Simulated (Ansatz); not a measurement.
A structure relaxed at PBE0-D4/def2-SVP in Ansatz, charge 0, doublet:

Cartesian coordinates in Å:
```
Ge 1.046 -1.129 -1.096
Ge -0.063 -0.227 0.665
Ge -0.190 1.036 -1.477
H -0.794 0.319 1.909
```

Give its formula and point group.

Ge3H. Point group Cs (tolerance 0.1 Å).

Summarise the bond lengths by kind (pairs closer than 1.2 times the sum of covalent radii, bridged metal pairs left out).

3 × Ge–Ge 2.27 to 2.52 Å; 1 × Ge–H 1.54 Å.

Another isomer (doublet) lies 0.25 eV lower at PBE0-D4/def2-TZVP; other spin states weren't run for this one.
